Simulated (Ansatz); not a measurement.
Input for Ansatz (a quantum-chemistry and plane-wave program): U-r2SCAN/def2-TZVPP on FHPb (SMILES [F][PbH]), a point of a bond scan (R = 1.655 Å). Elements past Kr take the def2 small-core potentials; no spin–orbit coupling.

Ansatz 0.2 input:
```yaml
crystal:
  periodic: [false, false, false]
  atoms:
    - {symbol: Pb, position_ang: [-0.06389622, -0.11971905, 0.14987185]}
    - {symbol: H, position_ang: [-1.03984583, -1.07338678, -1.12734692]}
    - {symbol: F, position_ang: [0.54538394, 0.94408718, -0.96221627]}
basis:
  gaussian:
    orbitals: def2-TZVPP
hamiltonian:
  xc: {name: r2SCAN}
magnetization: {spin_polarized: true, initial_magnetization: 0}
```

Q: What total energy does the run end on?

A: -293.3161 hartree.
